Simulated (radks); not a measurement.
The numbers below are computed, except where a source is named.
K I, configuration [Ne] 3s2 3p4 4s1 4p2 (not the ground configuration).

Code: a radial shooting solver on a logarithmic mesh with Libxc functionals. Model: scalar-relativistic Kohn-Sham, LDA (Slater exchange, Perdew-Wang correlation), spin-unpolarised, spherical densities, finite nucleus; Fermi nuclear charge, rms radius 3.4349 fm.

Energy parts (eV):
| part | energy |
|---|---|
| total | -16293.945 |
| kinetic | 16381.763 |
| electron-nucleus | -38549.359 |
| Hartree | 6719.848 |
| exchange-correlation | -846.196 |

Orbitals (lengths in bohr, moments of r in powers of bohr; <r^-3> diverges for s and p1/2):
orbital  occ.  eigenvalue (eV)  <r^-3>      <r>      <r^4>     <r^2>
1s          2        -3532.097       -  0.08124  0.0002030  0.008877
2s          2        -371.6123       -   0.3886    0.05707    0.1790
2p          6        -299.5423   155.1   0.3506    0.04869    0.1524
3s          2         -49.9608       -    1.212      4.581     1.691
3p          4         -32.7057   17.48    1.316      7.056     2.029
4s          1          -5.9487       -    3.580      334.2     14.61
4p          2          -2.9053   1.579    4.474      865.9     23.02

The highest occupied level is 4p at -2.905 eV. The electron density at the nucleus is 5183 e/bohr^3 (large components only).
